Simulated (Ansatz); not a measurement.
Species: H₂Be, SMILES `[BeH2]` with one electron removed (charge 1, multiplicity 2), formula H2Be.

Task: How many basis functions does frozen-core CCSD(T)/def2-TZVPP // PBE0-D3(BJ)/def2-TZVP (Ansatz, an electronic-structure program) use, how many core orbitals are frozen, and how many electrons are correlated?

Result: 47 basis functions and 0 frozen orbitals, which leaves 5 correlated electrons. Core time is of the order of seconds.
